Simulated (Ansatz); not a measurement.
Al4O6. The state is a triplet with charge 0. Geometry r2SCAN-D4/def2-SVP, that of the neutral singlet; atoms count from 1.

```xyz
10

Al   -0.763    0.659   -1.297
Al    0.177    1.141    1.169
Al   -0.892   -1.250    0.584
Al    1.479   -0.550   -0.457
O     1.792    0.639    0.771
O     0.775    0.118   -1.898
O     0.635   -1.948    0.138
O    -0.775   -0.118    1.898
O    -0.635    1.948   -0.138
O    -1.792   -0.639   -0.771
```

At PBE0-D4/def2-TZVP a singlet of charge 0 lies 3.72 eV below the triplet at the same geometry. The structure comes from a short search, and lower isomers may exist.

Q: Estimate the Mulliken populations from the PBE0/def2-TZVP orbitals of Ansatz.

A: 
```tsv
atom	charge (e)	spin (α − β)
Al1	0.52	0.25
Al2	0.52	0.25
Al3	0.52	0.25
Al4	0.52	0.25
O5	-0.32	0.27
O6	-0.40	-0.03
O7	-0.32	0.26
O8	-0.40	-0.03
O9	-0.32	0.27
O10	-0.32	0.27
```
Mulliken values depend strongly on the basis.

Q: Where does the spin sit?

A: Summed by element: Al 0.99, O 1.01, of 2 unpaired in all. Largest on single atoms: O9 0.27, O10 0.27, O5 0.27.

Q: And the Mayer bond orders between heavy atoms (over 0.3)?

A: Al1–O6 1.13 (1.74 Å); Al1–O9 1.02 (1.74 Å); Al1–O10 1.02 (1.74 Å); Al2–O5 1.02 (1.74 Å); Al2–O8 1.13 (1.74 Å); Al2–O9 1.02 (1.74 Å); Al3–O7 1.02 (1.74 Å); Al3–O8 1.13 (1.74 Å); Al3–O10 1.02 (1.74 Å); Al4–O5 1.02 (1.74 Å); Al4–O6 1.13 (1.74 Å); Al4–O7 1.02 (1.74 Å).
